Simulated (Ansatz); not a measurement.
Molecule: triiodo(methyl)silane, CH3I3Si, charge 0, multiplicity 1. 
Structure (B3LYP-D3(BJ)/def2-TZVP (Ansatz, a quantum-chemistry and plane-wave program) minimum search):
```xyz
8

C     -2.4662     0.2494     0.0733
Si    -0.6163     0.0623     0.0183
I      0.4115     2.2215    -0.5410
I      0.1993    -0.6858     2.2107
I     -0.0086    -1.5967    -1.6876
H     -2.7381     0.9857     0.8303
H     -2.8304     0.5815    -0.8995
H     -2.9245    -0.7086     0.3215
```
Charge 0, spin multiplicity 1.

Total electronic energies in hartree. Valence correlation only, unless marked. No spin-orbit coupling. The frozen core is the preceding noble-gas configuration, with the filled d and f shells of earlier blocks. Past Kr the def2 sets carry scalar-relativistic core potentials. Basis-set limits of correlation are two-point, X^-3; Hartree-Fock from the larger set. [CCSD(T)-MP2]/basis is that difference in the basis named.

```json
[
 {"level": "HF/def2-TZVPP", "program": "Ansatz", "energy (Eh)": "-1218.69864"},
 {"level": "HF/def2-QZVPPD", "program": "Ansatz", "energy (Eh)": "-1218.71275"},
 {"level": "PBE/def2-TZVPD", "program": "Ansatz", "energy (Eh)": "-1222.45756"},
 {"level": "PBE-D3(BJ)/def2-TZVPD", "program": "Ansatz + dftd3", "energy (Eh)": "-1222.47085"},
 {"level": "PBE-D4/def2-TZVPD", "program": "Ansatz + dftd4", "energy (Eh)": "-1222.47202"},
 {"level": "revPBE/def2-TZVPD", "program": "Ansatz", "energy (Eh)": "-1222.74547"},
 {"level": "B3LYP-D4/def2-TZVPD", "program": "Ansatz + dftd4", "energy (Eh)": "(withheld)"},
 {"level": "BHLYP/def2-TZVPD", "program": "Ansatz", "energy (Eh)": "-1222.52398"},
 {"level": "r2SCANh/def2-TZVPD", "program": "Ansatz", "energy (Eh)": "-1222.96781"},
 {"level": "HSE06-D4/def2-TZVPD", "program": "Ansatz + dftd4", "energy (Eh)": "-1222.57071"},
 {"level": "LC-wPBE-D3(BJ)/def2-TZVPD", "program": "Ansatz + dftd3", "energy (Eh)": "-1222.70418"},
 {"level": "B2PLYP-D4/def2-TZVPD", "program": "Ansatz + dftd4", "energy (Eh)": "(withheld)"},
 {"level": "RPA@PBE/def2-QZVPP", "program": "Ansatz", "energy (Eh)": "-1220.00495"},
 {"level": "MP2/def2-QZVPP", "program": "Ansatz", "energy (Eh)": "-1219.50122"},
 {"level": "MP2/CBS(def2-TZVPP,def2-QZVPP)", "program": "Ansatz", "energy (Eh)": "-1219.5600"},
 {"level": "RI-MP2/def2-TZVPPD", "program": "Ansatz", "energy (Eh)": "-1219.41211"},
 {"level": "SCS-MP2/def2-SVPD", "program": "Ansatz", "energy (Eh)": "-1219.07285"},
 {"level": "SCS-MP2/def2-TZVPPD", "program": "Ansatz", "energy (Eh)": "-1219.40360"},
 {"level": "CCSD/def2-SVP", "program": "Ansatz", "energy (Eh)": "-1219.09301"},
 {"level": "CCSD(T)/def2-SVP", "program": "Ansatz", "energy (Eh)": "-1219.10983"},
 {"level": "RI-MP2/CBS(def2-TZVPP,def2-QZVPP)+[CCSD(T)-MP2]/def2-TZVPP", "program": "Ansatz", "energy (Eh)": "-1219.6474"},
 {"level": "RI-MP2/CBS(def2-TZVPP,def2-QZVPP)+[CCSD(T)-MP2]/def2-QZVPP", "program": "Ansatz", "energy (Eh)": "-1219.6488"},
 {"level": "CCSD(T)/CBS(def2-TZVPPD,def2-QZVPPD)", "program": "Ansatz", "energy (Eh)": "-1219.6474"}
]
```

Fill in the missing entries.


- B3LYP-D4/def2-TZVPD, energy (Eh): -1223.02275
- B2PLYP-D4/def2-TZVPD, energy (Eh): -1221.72175
